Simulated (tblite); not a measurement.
Run record: tight-binding relaxation, `C#Cc1c(Br)ccc2cnnn12`.

Computed with GFN2-xTB geometry optimisation, gas phase (tblite 0.8.0). Start geometry: from a force field or distance geometry. The input is one job of a driver script: a line of settings, then coordinates in Å.

Command:
```bash
OMP_NUM_THREADS=1 python probes_run.py task.json out
```

Input:
```
{"job": {"kind": "relax", "xc": "GFN2-xTB", "basis": "xTB"}, "charge": 0, "multiplicity": 1}
C      2.702200    -2.273700     0.030300
C      1.871000    -1.378200     0.005300
C      0.911100    -0.309500    -0.008100
C      1.262900     1.024600    -0.100500
Br     3.116000     1.418400    -0.162700
C      0.282900     2.005900    -0.116500
C     -1.031400     1.570300    -0.054000
C     -1.353200     0.232900     0.034400
C     -2.586900    -0.391000     0.101400
N     -2.322000    -1.724000     0.166300
N     -1.006100    -1.865900     0.127200
N     -0.395000    -0.709000     0.051000
H      3.409500    -3.045700     0.038200
H      0.544100     3.063300    -0.179800
H     -1.826000     2.341300    -0.064000
H     -3.586900     0.049200     0.120200
```

Output:
```
step      E/eV     max force
  0    -868.25061    2.530
  1    -868.46431    4.735
  2    -868.44323    4.805
  3    -868.59917    0.665
  4    -868.61917    0.384
  5    -868.64272    0.709
  6    -868.65451    0.356
  7    -868.66606    0.259
  8    -868.67796    0.430
  9    -868.68403    0.268
... (18 lines left out)
 28    -868.69322    0.021
 29    -868.69328    0.028
 30    -868.69333    0.030
 31    -868.69338    0.024
 32    -868.69344    0.021
 33    -868.69349    0.021
 34    -868.69354    0.021
 35    -868.69358    0.022
 36    -868.69360    0.014
 37    -868.69362    0.007
```

«max force» is the largest atomic force in eV/Å.

Q: From which step on does the largest force stay under 0.1 eV/Å, and how much energy is left to gain from there?

A: From step 14 (0.065 eV/Å), 1.8 meV above the end.

In short: energy lowered by 10.2 kcal/mol over 37 steps; largest atomic force 0.007 eV/Å at the end.

Time: 0.37 s. Hardware: one thread of an Arm Neoverse V1, shared host.
Labels such as C1 count atoms from 1, the log's own numbers from 0.
